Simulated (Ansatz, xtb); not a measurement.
**Relative energy of two isomers of C4H4BBrO**

Structure I is `Bc1occc1Br`, a singlet and structure II is `Bc1coc(Br)c1`, a singlet. Both are isolated molecules in the gas phase, relaxed with PBE-D3(BJ)/def2-SVP; the shapes shown needn't be the lowest conformers.

I (Å):

```yaml
atoms:
  - { symbol: C, position_ang: [-0.8586, -0.4385, 0.2446] }
  - { symbol: C, position_ang: [-0.8265, 1.6115, -0.6218] }
  - { symbol: C, position_ang: [0.5056, 1.2542, -0.5121] }
  - { symbol: C, position_ang: [0.4797, -0.0541, 0.0410] }
  - { symbol: B, position_ang: [-1.5287, -1.6818, 0.7902] }
  - { symbol: Br, position_ang: [1.9919, -1.0842, 0.4292] }
  - { symbol: O, position_ang: [-1.6386, 0.6389, -0.1862] }
  - { symbol: H, position_ang: [-0.8365, -2.6072, 1.1596] }
  - { symbol: H, position_ang: [-2.7396, -1.7380, 0.8515] }
  - { symbol: H, position_ang: [-1.3131, 2.5224, -0.9913] }
  - { symbol: H, position_ang: [1.3826, 1.8472, -0.7894] }
```

II (Å):

```
atom    x (Å)    y (Å)    z (Å)
   C  -0.7978  -0.3445   0.1328
   C  -1.4260   0.8465  -0.2193
   C   0.7162   1.2765  -0.2971
   C   0.6217  -0.0378   0.0750
   B  -1.5167  -1.6471   0.4880
  Br   2.1675   2.4055  -0.5884
   O  -0.5324   1.8265  -0.4796
   H  -0.8892  -2.6461   0.7844
   H  -2.7336  -1.6822   0.4720
   H  -2.4812   1.1246  -0.3202
   H   1.4529  -0.7179   0.2860
```

Energies in hartree; the thermal terms are from GFN2-xTB frequencies at re-optimised GFN2-xTB minima (ideal gas, soft modes damped towards free rotors, one conformer each, 298.15 K, 1 atm) and include the zero-point energy:

|  | I | II |
| --- | --- | --- |
| E, CCSD(T)/def2-SVP | −2826.292970 | −2826.287834 |
| E, MP2/def2-SVP | −2826.222082 | −2826.215904 |
| E, MP2/def2-TZVPP | −2827.045501 | −2827.039546 |
| zero-point energy | 0.069241 | 0.068869 |
| H(298 K) − E | 0.076883 | 0.076694 |
| G(298 K) − E | 0.037449 | 0.036846 |

Q: Correct the CCSD(T) difference for the basis set by the MP2 change, then work out ΔE, ΔE₀, ΔH and ΔG for I → II in kJ/mol (1 Eh = 2625.50 kJ/mol) and the equilibrium ratio [II]/[I].

A: 1. Differences II − I: CCSD(T) +0.005136, MP2 in the small set +0.006178, MP2 in the large set +0.005955 Eh.
2. ΔE = +0.005136 + (+0.005955 − (+0.006178)) = +0.004913 Eh = +12.90 kJ/mol.
3. ΔE₀ = ΔE + ΔZPE = +0.004913 + (−0.000372) Eh = +11.92 kJ/mol.
4. ΔH = ΔE + (−0.000189) Eh = +12.40 kJ/mol.
5. ΔG = ΔE + (−0.000603) Eh = +11.32 kJ/mol, so ΔS = (ΔH − ΔG)/T = +3.6 J/(mol K).
6. kT = 0.9442 mEh, so K = [II]/[I] = exp(−ΔG/kT) = exp(−4.56) ≈ 0.01.

Structure I is favoured at this temperature. An error of 4 kJ/mol in ΔG would change K by a factor of 5. Mirror images and further conformers aren't counted.

As drawn, both hold the same kinds of bond in the same numbers.

Other levels gave ΔE = +18.6 (GFN2-xTB); +8.5 (HF/STO-3G, GFN2-xTB geometries); +20.4 (r2SCAN-D4/def2-SVP, GFN2-xTB geometries); +20.3 (PBE-D3(BJ)/def2-SVP); +7.0 (HF/def2-SVP); +16.2 (MP2/def2-SVP); +13.5 (CCSD(T)/def2-SVP) kJ/mol. The correlated steps freeze 15 core orbitals; the filled d shell of Br is correlated, in a basis made for valence electrons. Programs: Ansatz 0.2.0, xtb 6.7.1.
